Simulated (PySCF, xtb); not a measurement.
C2H8O2Si, SMILES O[SiH2][C@@H](O)C. One conformer was computed; it need not be the lowest.

Harmonic wavenumbers (cm⁻¹) from GFN2-xTB (xtb) at its own minimum, in rising order: 52, 142, 217, 239, 283, 290, 344, 418, 536, 600, 671, 723, 783, 831, 911, 937, 1000, 1074, 1093, 1193, 1275, 1340, 1407, 1495, 1503, 2216, 2325, 2931, 3007, 3015, 3046, 3553, 3635.

### Question
What does PBE-D3(BJ)/def2-SVP (PySCF) give at its own minimum? (Estimate from the structure and the level; the computed values follow.)

### Answer
64, 164, 231, 278, 288, 355, 407, 522, 549, 677, 706, 806, 850, 882, 937, 962, 977, 1042, 1067, 1190, 1239, 1330, 1351, 1406, 1422, 2111, 2174, 2954, 2983, 3039, 3056, 3624, 3666. Paired by order, the mean absolute difference is 45 cm⁻¹ and the zero-point energies are 61.6 and 61.9 kcal/mol.
